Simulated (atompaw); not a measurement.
## What one change does to a pseudopotential (I, PAW (atompaw))

atompaw 4.2.0.5 input, output lines left out:

```
I 53
GGA-PBE scalarrelativistic loggrid 1500 logderivrange -6 5 276
5 5 4 0 0 0
5 0 1.5
5 1 5.5
0 0 0
c
c
c
c
v
c
c
c
v
c
v
2
1.60 1.25 1.55 1.55
y
-0.15
n
y
0.3
n
y
-2.8
n
custom polynom2 7 10 vanderbiltortho gaussian
3 0 vpsmatchnc
1.60
1.60
1.60
1.60
1.60
1.60
```

Change: wave 4d channel at -2.8 Ry: rc 1.60 bohr becomes 4d channel at -2.8 Ry: rc 1.34 bohr.

Cutoffs: the cutoffs (Ry, on a coarse ladder) from which the occupation-weighted sum of valence levels, in a spherical-Bessel basis at the reference potential, stays within 10 and 1 mRy of its value at 400 Ry; they do not see the model core or the augmentation charge, which bear on the density cutoff.

**Question.** What does the change do?

**Answer.** The bound ghosts move from p, s to d, p, s; the range in which the d phases agree narrows (upper end 3.4 → 1.8).

```tsv
quantity	base	changed
cutoff, loose	180 Ry	180 Ry
cutoff, tight	over 300 Ry	over 300 Ry
bound ghosts	s, p	s, p, d
s: phases at 1.61 bohr within 0.05 rad from the reference energy up to (Ry; the scan ends near 5)	2.1	2.1
p: phases at 1.61 bohr within 0.05 rad from the reference energy up to (Ry; the scan ends near 5)	to the end of the scan	to the end of the scan
d: phases at 1.61 bohr within 0.05 rad from the reference energy up to (Ry; the scan ends near 5)	3.4	1.8
lowest overlap eigenvalue by channel	s 0.14, p 0.38, d 0.90	s 0.14, p 0.38, d 1.00
```

 A true bound ghost makes a file unfit for plane-wave use even where its test errors are small: the radial tests pick states by their node count and pass the ghost by. The cutoffs see the waves, projectors and local potential, not the compensation charge or the core.
